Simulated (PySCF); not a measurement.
Gas-phase reaction: Ge2H6 + C3H6 (propylene) → 2 GeH4 + C3H4 (allene)

Method: PySCF energies plus ideal-gas RRHO corrections (1 bar). † marks an energy on the PBE0/def2-TZVP geometry and frequencies. CCSD(T) freezes the core. All species are closed-shell singlets. B3LYP is the form with VWN-RPA correlation. Ge: all electrons, no relativistic terms. CCSD(T) isn't extrapolated to the basis-set limit.

| level | ΔH°(298 K), kJ |
|---|---|
| B3LYP/def2-TZVP† | [?] |
| BLYP/def2-TZVP† | 145 |
| CCSD(T)/def2-SVP† | [?] |
| CCSD(T)/def2-TZVPP† | [?] |
| HF/def2-TZVP† | [?] |
| PBE0/def2-QZVP† | 190 |
| PBE0/def2-SVP† | 195 |
| r2SCAN/def2-TZVP† | 181 |
| LDA/def2-TZVP† | 205 |
| ωB97M-V/def2-TZVP† | 181 |

### Question
Fill in the missing entries.

### Answer

- B3LYP/def2-TZVP†, ΔH°(298 K), kJ: 161
- CCSD(T)/def2-SVP†, ΔH°(298 K), kJ: 177
- CCSD(T)/def2-TZVPP†, ΔH°(298 K), kJ: 184
- HF/def2-TZVP†, ΔH°(298 K), kJ: 162
